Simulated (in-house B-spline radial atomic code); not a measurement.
The numbers below are computed, except where a source is named.
Weak and strong correlation along the adiabatic connection

Two-electron singlets in several external potentials (atomic units), by full CI in B-splines with partial waves to l = 8 (correlation energies up to 0.6 % small). The repulsion is scaled by λ at fixed density; W(λ) is the mean repulsion less the Hartree energy, W(0) = E_x, and the area under W from 0 to 1 is E_xc.

Relative drop (W(λ) − E_x)/E_x:

| system | λ = 0.12 | λ = 0.25 | λ = 0.4 | λ = 0.6 | λ = 0.8 | λ = 1 |
| --- | --- | --- | --- | --- | --- | --- |
| ω²r²/2 − Z/r, ω = 0.624, Z = -1 | 0.0271 | 0.0529 | 0.0787 | 0.1079 | 0.1321 | 0.1524 |
| −Z/r, Z = 8 | 0.0023 | 0.0048 | 0.0077 | 0.0114 | 0.0151 | 0.0186 |
| −V exp(−r²/w²), V = 17.2, w = 4.9 | 0.0144 | 0.0290 | 0.0444 | 0.0632 | 0.0799 | 0.0951 |
| ω²r²/2, ω = 0.1 | 0.0521 | 0.0951 | 0.1327 | 0.1693 | 0.1961 | 0.2165 |
| −V exp(−r²/w²), V = 1.39, w = 7.32 | 0.0354 | 0.0674 | 0.0978 | 0.1302 | 0.1557 | 0.1763 |
| −Z/r, Z = 2.97, wall at 5.37 bohr | 0.0069 | 0.0140 | 0.0220 | 0.0321 | 0.0417 | 0.0509 |
| −V exp(−r²/w²), V = 21.6, w = 3.07 | 0.0108 | 0.0218 | 0.0338 | 0.0487 | 0.0624 | 0.0751 |

(1) Order the systems by how far second-order (GL2) theory, half the initial slope (estimated from the first points of each curve), overshoots the correlation energy, least first.
A. −V exp(−r²/w²), V = 17.2, w = 4.9
B. −V exp(−r²/w²), V = 21.6, w = 3.07
C. −V exp(−r²/w²), V = 1.39, w = 7.32
D. −Z/r, Z = 8
E. −Z/r, Z = 2.97, wall at 5.37 bohr
F. ω²r²/2, ω = 0.1
G. ω²r²/2 − Z/r, ω = 0.624, Z = -1

(2) What else changes along this order?

Answers

(1) D (GL2/E_c = 1.03), E (GL2/E_c = 1.09), B (GL2/E_c = 1.15), A (GL2/E_c = 1.20), G (GL2/E_c = 1.36), C (GL2/E_c = 1.52), F (GL2/E_c = 1.79).

(2) The ratio follows the bend of the curve. With it the leading natural occupation goes from 1.999 to 1.821 and −T_c/E_c from 0.97 to 0.56 between the first and the last.
